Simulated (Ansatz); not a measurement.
`[GeH3][SiH2][GeH2][SiH2][GeH3]` + SiH₄ → `[SiH3][SiH2][GeH2][SiH2][GeH3]` + GeH₄  (formal exchange of groups at the Si–Ge bond)

Calculated with Ansatz (gas phase, PBE0-D4/def2-TZVP geometries, no zero-point term in ΔE). CBS: MP2 limit from def2 TZ/QZ plus the TZ coupled-cluster correction, frozen cores. This one scheme is used for every species. Functionals use def2-TZVPP. For Ge outer-core shells are correlated without core-valence functions, which leaves a few kJ/mol of doubt a bond. Scalar relativity is left out up to krypton. Each species was taken in one conformer, which may not be the lowest.

Question: Is it downhill or uphill in electronic energy at CCSD(T)/CBS, and by how much? (Estimate.)

Answer: The calculation gave: Uphill: ΔE = +0.18 eV.

Question: What do these levels give: r2SCAN-D4, B97M-V, r2SCAN0-D4, BHLYP-D4, ωB97M-V, B2PLYP, r2SCANh, CAM-B3LYP, MP2/def2-SVP, SCS-MP2/def2-TZVPP, MP2/def2-QZVPP, CCSD/CBS(def2)? (An estimate is asked.)

Answer: Computed: r2SCAN-D4 0.14, B97M-V 0.07, r2SCAN0-D4 0.14, BHLYP-D4 0.18, ωB97M-V 0.18, B2PLYP 0.17, r2SCANh 0.14, CAM-B3LYP 0.15, MP2/def2-SVP 0.17, SCS-MP2/def2-TZVPP 0.20, MP2/def2-QZVPP 0.21, CCSD/CBS(def2) 0.18 eV.

Largest T1 diagnostic among the species: 0.013.

At CCSD(T), def2-SVP lies −0.03 eV from the extrapolated value and def2-TZVPP +0.00 eV. Leaving LDA and LC-ωPBE aside and taking each functional with its dispersion term where it has one, the values spread over 0.11 eV, from B97M-V to ωB97M-V.
